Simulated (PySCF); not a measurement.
C4H11O2 (SMILES C[OH+]CC(C)O), charge +1, singlet, at a GFN2-xTB geometry. Base run: R2SCAN/STO-3G (PySCF).

PySCF was given this input:
```python
from pyscf import gto, scf, dft

mol = gto.Mole()
mol.atom = '''
    C     2.36661495   -0.12619185    0.24717262
    O     1.07480002   -0.25199685    0.88042613
    C     0.10937954    0.77036453    0.54592923
    C    -0.75192641    0.19441294   -0.61376919
    C    -2.17918002    0.69870354   -0.57404255
    O    -0.65341053   -1.22418938   -0.47085191
    H     2.28582328   -0.07100439   -0.83805283
    H     2.94889462   -1.00127445    0.53127219
    H     2.85431223    0.76743456    0.63433318
    H     0.53921333   -1.06622632    0.43861294
    H    -0.49794260    0.92202136    1.44290896
    H     0.60261658    1.70361411    0.28107471
    H    -0.29008700    0.43189425   -1.57822099
    H    -2.74978232    0.28220415   -1.40027805
    H    -2.66131296    0.42441196    0.36279328
    H    -2.19491570    1.78067518   -0.66519481
    H    -1.47726349   -1.58799572   -0.11758277
'''
mol.basis = 'sto-3g'
mol.charge = 1
mol.verbose = 4
mol.build()

mf = dft.RKS(mol)
mf.xc = 'r2scan'
mf.kernel()
```

The base run was repeated with changes; each row names its change, and settings that it needs were set with it.

| change | ΔE vs base (mEh) | fitting functions |
|---|---|---|
| base | 0.000 | - |
| auxbasis = cc-pvdz-jkfit | -0.556 | 673 |
| auxbasis = cc-pvtz-jkfit | -0.352 | 804 |
| auxbasis = def2-svp-ri | [?] | [?] |
| auxbasis = even-tempered beta=2.0 | -10.498 | 355 |
| auxbasis = default (with mf = mf.density_fit()) | -2.105 | 652 |
| auxbasis = cc-pvqz-jkfit | -0.236 | 1197 |
| auxbasis = cc-pvtz-ri | [?] | [?] |
| auxbasis = def2-tzvp-ri | [?] | [?] |
| auxbasis = even-tempered beta=1.6 | -9.809 | 497 |

Task: Fill in the missing entries.

Result: 
- auxbasis = def2-svp-ri, ΔE vs base (mEh): -23.210
- auxbasis = def2-svp-ri, fitting functions: 442
- auxbasis = cc-pvtz-ri, ΔE vs base (mEh): -1.969
- auxbasis = cc-pvtz-ri, fitting functions: 816
- auxbasis = def2-tzvp-ri, ΔE vs base (mEh): -1.758
- auxbasis = def2-tzvp-ri, fitting functions: 621

A fitting set is made for a task (jfit for Coulomb, jkfit for Coulomb and exchange, ri for correlation) and for a family of orbital bases.
